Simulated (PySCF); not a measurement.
```xyz
6

O      0.1357     1.4660    -0.8187
C     -0.0938     0.4773    -0.1884
S     -1.6067     0.3114     0.7531
S      1.0002    -0.9420    -0.0901
H     -1.3634    -0.9185     1.2376
H      1.9280    -0.3941    -0.8936
```

Charge 0, multiplicity 1.

Task: Give the Mulliken and meta-Löwdin atomic charges from ωB97X-D3(BJ)/def2-TZVP // B3LYP-D3(BJ)/def2-TZVP in PySCF.

Result: 
| atom | Mulliken (e) | meta-Löwdin (e) |
|---|---|---|
| O1 | -0.26 | -0.40 |
| C2 | 0.19 | 0.22 |
| S3 | -0.10 | 0.00 |
| S4 | -0.15 | -0.03 |
| H5 | 0.15 | 0.09 |
| H6 | 0.17 | 0.11 |
